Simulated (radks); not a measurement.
Charge is removed step by step from the 3p level of the chlorine ion Cl3+, starting from [Ne] 3s2 3p2. Method: scalar-relativistic Kohn-Sham, BLYP, spin-unpolarised, spherical densities, point nucleus; computed with a radial shooting solver on a logarithmic mesh with Libxc functionals.

removed (e)  E - E(0) (eV)  eigenvalue (eV)  E minus straight line (eV)
0                    0.000          -44.994                       0.000
0.1                  4.569          -46.398                      -0.646
0.2                  9.279          -47.812                      -1.150
0.3                 14.131          -49.236                      -1.513
0.4                 19.126          -50.670                      -1.733
0.5                 24.265          -52.113                      -1.810
0.6                 29.548          -53.566                      -1.741
0.7                 34.977          -55.028                      -1.527
0.8                 40.553          -56.499                      -1.166
0.9                 46.277          -57.979                      -0.657
1                   52.149          -59.467                       0.000

Removing the whole electron costs 52.149 eV by Delta-SCF, against 44.994 eV from minus the eigenvalue at the starting occupation. Slater's transition state (half an electron removed) gives 52.113 eV. Integrating minus the eigenvalue over the occupation (Janak's theorem) gives 52.152 eV. In this scalar-relativistic scheme the density is built from large components alone, so the theorem holds only approximately. The mean slope of the eigenvalue, de/dn, is 14.5 eV per electron. Ionisation energy of Cl3+ in the NIST Atomic Spectra Database: 53.2 eV (semi-empirical).

Beside tabulated values, note that spin-unpolarised runs miss the spin-polarisation part of the exchange energy of open shells.
